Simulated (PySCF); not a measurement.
# One molecule, several mistakes: H4NOSi2

All numbers below are calculated, not measured. They come from PySCF 2.14.0, an open-source quantum chemistry program, on an isolated molecule that a program drew, which may never have been made. The molecule is H4NOSi2 (charge 0, doublet), drawn as the SMILES string `O[SiH]N=[SiH2]`.

Each row is a Hartree-Fock (HF) and frozen-core CCSD(T) single point in the cc-pV(D+d)Z basis, meant for a local HF minimum. Run 1 is clean. Each other run has one planted mistake out of seven kinds, and not every kind appears here: one electron removed, one electron added, multiplicity raised by two, geometry at a saddle point, minimal basis STO-3G, one bond length entered in bohr, all coordinates scaled. The reference is restricted for singlets and unrestricted otherwise, and also for a bond in bohr. Adding or removing an electron swaps singlet and doublet. Electrons count all cores. HOMO and LUMO are orbital energies over both spins, the gradient is its largest component, and the lowest frequency (negative if imaginary) is given only where the gradient is small. Bond lengths are over the 7 bonds as drawn. T1 is the CCSD diagnostic: over 0.02 (restricted) or 0.045 (unrestricted) a single reference is doubtful.

Geometry of the clean run:
```xyz
8
H4NOSi2, angstrom
O     0.6081    2.9471    1.1088
Si    0.7023    1.3569    1.3930
N     1.8689    0.4034    1.0443
Si    3.2054   -0.5785    0.7449
H     1.3359    3.3724    0.6750
H    -0.5530    1.0162    2.0530
H     4.0286   -0.0972   -0.3994
H     2.8275   -1.9917    0.4747
```

```
run,electrons,basis functions,<S^2>,HOMO (eV),LUMO (eV),gradient (hartree/bohr),lowest frequency (cm^-1),mean bond (Å),longest bond (Å),T1,HF (hartree),CCSD(T) (hartree),mistake
1,47,94,0.757,-7.63,1.90,1.5e-05,44,1.4619,1.685,0.0176,-709.53129,-710.10444,no fault
2,47,32,1.010,-4.36,6.42,3.8e-02,-,1.4619,1.685,0.0379,-701.01356,-701.22497,minimal basis STO-3G
3,47,94,2.045,-7.79,1.30,3.4e-02,-,1.6585,2.922,0.0822,-709.38956,-709.93888,one bond length entered in bohr
4,47,94,3.782,-4.88,-0.21,1.5e-01,-,1.4619,1.685,0.0226,-709.38419,-709.92384,?
5,47,94,0.758,-7.69,1.82,1.0e-02,-,1.4795,1.705,0.0180,-709.52990,-710.10607,?
```

**Which mistake was planted in run 4, and what did it cost?**

Electrons, basis and geometry are unchanged, and <S^2> is 3.782, beside S(S+1) = 3.75 for a multiplicity of 4. So the mistake is: multiplicity raised by two. Subtracting run 1 and multiplying by 627.51 kcal/mol a hartree, the energy moved by 92.3 kcal/mol in HF and 113.3 kcal/mol in CCSD(T).

**Which mistake was planted in run 5, and what did it cost?**

The mean and the longest bond both change by the same factor, 1.012, and the gradient is no longer small. So the mistake is: all coordinates scaled. Subtracting run 1 and multiplying by 627.51 kcal/mol a hartree, the energy moved by 0.9 kcal/mol in HF and -1.0 kcal/mol in CCSD(T).

Cautions from the logs. Run 3: T1 is over the limit, so its CCSD(T) energy is less reliable.
